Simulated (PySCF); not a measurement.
Species: C4H3O3S2 (charge -1).
Numbering: `[O:1]=[S:2](=[O:3])([O-:4])[c:5]1[cH:6][cH:7][s:8][cH:9]1` (hydrogens: H10 on C6; H11 on C7; H12 on C9)

The same species was optimised twice, with GFN2-xTB and with PBE0-D3(BJ)/def2-SVP (PySCF), and the same property calculations (PySCF, gas phase) were run on both structures.

| coordinate | GFN2-xTB | PBE0-D3(BJ)/def2-SVP | change |
| --- | --- | --- | --- |
| C5–C9 (Å) | 1.343 | 1.365 | +0.022 |
| S2=O3 (Å) | 1.458 | 1.477 | +0.019 |
| S2–O4 (Å) | 1.459 | 1.476 | +0.017 |
| O1=S2 (Å) | 1.459 | 1.476 | +0.017 |
| C5–C6 (Å) | 1.413 | 1.427 | +0.014 |
| C6–C7 (Å) | 1.355 | 1.368 | +0.013 |
| S8–C9 (Å) | 1.739 | 1.727 | -0.012 |
| S2–C5 (Å) | 1.813 | 1.805 | -0.008 |
| C7–S8 (Å) | 1.728 | 1.727 | -0.001 |
| C7–S8–C9 (°) | 90.6 | 91.7 | +1.1 |
| S2–C5–C6 (°) | 122.9 | 123.9 | +1.0 |
| O3–S2–C5 (°) | 104.6 | 103.7 | -0.9 |
| C6–C5–C9 (°) | 113.1 | 112.6 | -0.5 |
| S2–C5–C9 (°) | 124.0 | 123.6 | -0.4 |
| O1–S2–O3 (°) | 114.6 | 115.0 | +0.4 |
| O3–S2–O4 (°) | 114.6 | 115.0 | +0.4 |
| C6–C7–S8 (°) | 111.8 | 111.5 | -0.3 |
| O1–S2–C5–C6 (°) | -60 | -61 | -1 |

Rotational constants: A = 3045, B = 791.0, C = 713.2 MHz (GFN2-xTB) against A = 2978, B = 790.4, C = 710.9 MHz (PBE0-D3(BJ)/def2-SVP). Atoms that the bonding makes alike are paired by their places after alignment.

On the GFN2-xTB structure: HOMO (eV) -2.31 [PBE0/pcSseg-1]; LUMO (eV) 2.96 [PBE0/pcSseg-1]; GIAO shielding of O1/O3/O4 (mean) (ppm) 100.8 [PBE0/pcSseg-1]; GIAO shielding of S2 (ppm) 198.3 [PBE0/pcSseg-1]; GIAO shielding of C5 (ppm) 21.3 [PBE0/pcSseg-1]; GIAO shielding of C6 (ppm) 51.9 [PBE0/pcSseg-1]; GIAO shielding of C7 (ppm) 60.7 [PBE0/pcSseg-1]; GIAO shielding of S8 (ppm) 322.4 [PBE0/pcSseg-1]; GIAO shielding of C9 (ppm) 60.4 [PBE0/pcSseg-1].

**Question.** What do these properties become on the PBE0-D3(BJ)/def2-SVP structure?

**Answer.** 
```json
{"property": "HOMO (eV)", "level": "PBE0/pcSseg-1", "on GFN2-xTB": "-2.31", "on PBE0-D3(BJ)/def2-SVP": "-2.34", "change": "-0.03"}
{"property": "LUMO (eV)", "level": "PBE0/pcSseg-1", "on GFN2-xTB": "2.96", "on PBE0-D3(BJ)/def2-SVP": "2.90", "change": "-0.06"}
{"property": "energy, GFN2-xTB geometry as zero (kcal/mol)", "level": "PBE0/pcSseg-1", "on GFN2-xTB": "0.0", "on PBE0-D3(BJ)/def2-SVP": "-1.6", "change": "-1.6"}
{"property": "GIAO shielding of O1/O3/O4 (mean) (ppm)", "level": "PBE0/pcSseg-1", "on GFN2-xTB": "100.8", "on PBE0-D3(BJ)/def2-SVP": "89.0", "change": "-11.8"}
{"property": "GIAO shielding of S2 (ppm)", "level": "PBE0/pcSseg-1", "on GFN2-xTB": "198.3", "on PBE0-D3(BJ)/def2-SVP": "184.1", "change": "-14.2"}
{"property": "GIAO shielding of C5 (ppm)", "level": "PBE0/pcSseg-1", "on GFN2-xTB": "21.3", "on PBE0-D3(BJ)/def2-SVP": "17.3", "change": "-4.0"}
{"property": "GIAO shielding of C6 (ppm)", "level": "PBE0/pcSseg-1", "on GFN2-xTB": "51.9", "on PBE0-D3(BJ)/def2-SVP": "48.9", "change": "-3.0"}
{"property": "GIAO shielding of C7 (ppm)", "level": "PBE0/pcSseg-1", "on GFN2-xTB": "60.7", "on PBE0-D3(BJ)/def2-SVP": "59.5", "change": "-1.2"}
{"property": "GIAO shielding of S8 (ppm)", "level": "PBE0/pcSseg-1", "on GFN2-xTB": "322.4", "on PBE0-D3(BJ)/def2-SVP": "326.0", "change": "+3.6"}
{"property": "GIAO shielding of C9 (ppm)", "level": "PBE0/pcSseg-1", "on GFN2-xTB": "60.4", "on PBE0-D3(BJ)/def2-SVP": "58.1", "change": "-2.3"}
```

The heavy atoms differ by 0.022 Å rms after alignment. Among bonds between heavy atoms C5–C9 changes most (+0.022 Å). Changes are differences of the printed values. Neither structure is proved a minimum here. Geometry: PBE0-D3(BJ)/def2-SVP; no solvent, vibrations or thermal averaging. The geometry's basis has no diffuse functions, a weakness for an anion.

Shape of the structure used: `[O:1]=[S:2](=[O:3])([O-:4])[c:5]1[cH:6][cH:7][s:8][cH:9]1`: O1–S2–C5–C6 -61°.
